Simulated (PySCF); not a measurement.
C₆H₄Cl₂F (doublet state).
Cartesian coordinates in Å at the GFN2-xTB level; atoms count from 1:
```xyz
13
C6H4Cl2F angstrom
C     -1.5581   -0.7748    0.8271
C     -0.7277   -0.4346   -0.3474
C      0.6462   -1.0423   -0.3061
C      1.5697   -0.0766   -0.1965
Cl     3.2601   -0.2564   -0.1055
C      0.9296    1.2360   -0.1745
Cl     1.7872    2.7059   -0.0337
C     -0.3945    1.0426   -0.2976
F     -1.3522    1.9660   -0.3245
H     -1.0982   -0.8189    1.7940
H     -2.6273   -0.7690    0.7531
H     -1.2538   -0.6767   -1.2755
H      0.8148   -2.1008   -0.3307
```

The hyperfine couplings belong to this conformer and change with its torsions.

Identity: `[CH2][C@@H]1C=C(Cl)C(Cl)=C1F` [radical].

Method: PySCF 2.14.0, UKS B3LYP, pcH-1 on C Cl F H, non-relativistic, mean-field spin-orbit, GIAO. The structure is a single GFN2-xTB conformer in the gas phase; no vibrational or solvent corrections. Couplings are sensitive to structure, and on GFN2-xTB geometries they can be far from those on DFT ones. The SCF solution wasn't tested for stability.

The largest Mulliken spin populations are on C1 (+1.06) and C2 (-0.07). No atom but C1 exceeds +0.15. The angles at C1 add up to 358.7°, so it is planar; its axial dipolar tensor and the negative couplings of its protons fit spin in a p orbital normal to that plane.

Task: Find Q in a(H) = Q·ρ(C) for the protons on the planar carbons that carry spin.

Result: 
```csv
H,C,ρ(C),a(H) (G),a/ρ (G)
H10,C1,+1.059,-21.67,-20.5
H11,C1,+1.059,-21.75,-20.5
```

These protons share one ρ (within 0.01), so their mean ratio, Q = -20.5 G, is no test of linearity. In every row coupling and population have opposite signs.

Couplings in gauss use g_iso = 2.0028.

Hardware: an Arm Neoverse V2 with one thread (shared host). Cost: 90 s (with the writing of density and orbital grids), 1.0 GiB resident at most.
